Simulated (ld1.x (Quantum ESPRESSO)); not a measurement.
# Before and after: TM potential for Cs

caesium (Cs), norm-conserving Troullier–Martins (Kleinman–Bylander form), made with ld1.x (Quantum ESPRESSO) 7.5 (PBE, scalar-relativistic). Core [Kr] 4d10, reference 5s2 5p6 5d1 6s0 6p0. Waves: 5s (bound): rc 2.10 bohr; 5d (bound): rc 4.20 bohr; 5p (bound): rc 2.05 bohr. Local part: the p channel. Core correction: none.

All-electron outer shells of the reference configuration (PBE, scalar-relativistic, ld1.x):

```tsv
shell	level (eV)	outermost node (bohr)	outermost maximum (bohr)
4p	-160.99	0.36	0.67
4d	-74.42	0.33	0.72
5s	-26.87	0.82	1.54
5p	-13.69	0.89	1.79
6s	-2.22	2.11	4.68
6p	-0.94	2.61	7.34
5d	-0.58	1.06	3.46
```

Change: local potential the d channel.

Cutoffs: the cutoffs (Ry, on a coarse ladder) from which the occupation-weighted sum of valence levels, in a spherical-Bessel basis at the reference potential, stays within 10 and 1 mRy of its value at 400 Ry; they do not see the model core or the augmentation charge, which bear on the density cutoff. Errors are all-electron minus pseudo energies relative to the spin-unpolarised reference configuration.

Q: What does the change do?

A: The potential gets neither clearly harder nor softer (35 Ry and 50 Ry → 35 Ry and 50 Ry); a bound ghost appears in s, which as a rule spoils a file; the number of tests that count goes from 6 to 2. In the separable form a ghost depends on how the local part lies against the semilocal potential of the channel, so the choice of the local part can create or remove one.

```csv
quantity,base,changed
"cutoff, loose",35 Ry,35 Ry
"cutoff, tight",50 Ry,50 Ry
loose cutoff by channel (10 mRy a level),"s 25 Ry, d 6 Ry, p 18 Ry","s 21 Ry, p 18 Ry, d 6 Ry"
bound ghosts,none,s
"tests counted (converged, no solver errors)",6 of 7,2 of 7
"error for 5s2 5p6 5d0 6s0 6p0, meV [ΔE 2.19 eV]",+1.5,+13
s: phases at 4.53 bohr within 0.05 rad from the reference energy up to (Ry; the scan ends near 5),-0.3,-0.8
p: phases at 4.53 bohr within 0.05 rad from the reference energy up to (Ry; the scan ends near 5),2.3,2.0
d: phases at 4.53 bohr within 0.05 rad from the reference energy up to (Ry; the scan ends near 5),1.1,1.0
```

Base: Tests not counted: 5s2 5p6 5d0 6s0 6p1 (solver errors, printed error -1.2 eV). Changed file: Tests not counted: 5s2 5p6 5d0 6s1 6p0 (solver errors, printed error -1.8 eV); 5s2 5p6 5d0 6s0.5 6p0 (solver errors, printed error -463 meV); 5s1 5p6 5d0 6s1 6p0 (solver errors, printed error -2.3 eV); 5s2 5p6 5d0.5 6s0.5 6p0 (solver errors, printed error -1.1 eV); 5s2 5p5 5d0 6s1 6p0 (solver errors, printed error -2.2 eV). A true bound ghost makes a file unfit for plane-wave use even where its test errors are small: the radial tests pick states by their node count and pass the ghost by. Where a test does run into it, the solver fails or the error is huge.
